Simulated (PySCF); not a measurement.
Cartesian coordinates (Å):
```xyz
4

Al     0.7914    -0.2503     0.5013
S     -1.0440     0.2781    -0.5872
H      2.1329     0.0647    -0.3087
H     -1.8813    -0.1213     0.3854
```
Charge 0, spin multiplicity 2.

Q: What total energy, highest occupied spin orbital and dipole moment does PBE-D3(BJ)/def2-TZVP // r2SCAN-D4/def2-TZVP run with PySCF give?

A: 
```json
{
 "total_energy": "-641.5259 Ha",
 "highest_occupied_spin_orbital": "-4.89 eV",
 "dipole_moment": "1.28 D"
}
```
